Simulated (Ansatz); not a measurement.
`[CH3][GeH2][NH][SiH3]` + `C[SeH]` → `[CH3][GeH2][Se]C` + `N[SiH3]`  (ligand exchange at a Ge–N bond)

Gas-phase electronic energies from Ansatz, PBE0-D4/def2-TZVP geometries. CCSD(T)/CBS adds triple-zeta CCSD(T) − MP2 to the extrapolated MP2 energy (def2 sets, frozen cores). This one scheme is used for every species. Functionals use def2-TZVPP. B3LYP here is the variant with VWN-RPA as its local correlation; programs differ in this. HSE06 is defined as in plane-wave codes. For Ge, Se outer-core shells are correlated without core-valence functions, which leaves a few kJ/mol of doubt a bond. Scalar relativity is left out up to krypton. One conformer a species, not always the lowest.

```json
{"level": "LDA (SPW92)", "ΔE (kcal/mol)": "-11.8", "difference from CCSD(T)/CBS": "-0.8"}
{"level": "revPBE-D4", "ΔE (kcal/mol)": "-12.3", "difference from CCSD(T)/CBS": "-1.3"}
{"level": "BLYP-D4", "ΔE (kcal/mol)": "-11.6", "difference from CCSD(T)/CBS": "-0.6"}
{"level": "B97M-V", "ΔE (kcal/mol)": "-10.2", "difference from CCSD(T)/CBS": "0.8"}
{"level": "B3LYP-D4", "ΔE (kcal/mol)": "-11.4", "difference from CCSD(T)/CBS": "-0.4"}
{"level": "HSE06-D4", "ΔE (kcal/mol)": "-12.5", "difference from CCSD(T)/CBS": "-1.5"}
{"level": "ωB97M-V", "ΔE (kcal/mol)": "-11.0", "difference from CCSD(T)/CBS": "0.0"}
{"level": "B2PLYP", "ΔE (kcal/mol)": "-11.0", "difference from CCSD(T)/CBS": "0.0"}
{"level": "PBE0", "ΔE (kcal/mol)": "-12.5", "difference from CCSD(T)/CBS": "-1.5"}
{"level": "B3LYP", "ΔE (kcal/mol)": "-11.5", "difference from CCSD(T)/CBS": "-0.5"}
{"level": "HSE06", "ΔE (kcal/mol)": "-12.5", "difference from CCSD(T)/CBS": "-1.5"}
{"level": "BHLYP", "ΔE (kcal/mol)": "-10.8", "difference from CCSD(T)/CBS": "0.2"}
{"level": "HF/def2-SVP", "ΔE (kcal/mol)": "-8.1", "difference from CCSD(T)/CBS": "2.9"}
{"level": "CCSD(T)/def2-SVP", "ΔE (kcal/mol)": "-7.9", "difference from CCSD(T)/CBS": "3.1"}
{"level": "SCS-MP2/def2-TZVPP", "ΔE (kcal/mol)": "-9.9", "difference from CCSD(T)/CBS": "1.1"}
{"level": "CCSD(T)/def2-TZVPP", "ΔE (kcal/mol)": "-9.9", "difference from CCSD(T)/CBS": "1.1"}
{"level": "CCSD(T)/CBS", "ΔE (kcal/mol)": "-11.0", "difference from CCSD(T)/CBS": "0"}
```

Largest T1 diagnostic among the species: 0.011.

From BLYP to BHLYP (50 % exact exchange), in def2-TZVPP and without D4, ΔE moves by +0.9 kcal/mol. At CCSD(T), def2-SVP lies +3.1 kcal/mol from the extrapolated value and def2-TZVPP +1.1 kcal/mol.

CCSD(T)/CBS has its own doubt, a few kJ/mol and more with outer-core shells, so smaller differences from it don't rank the levels.
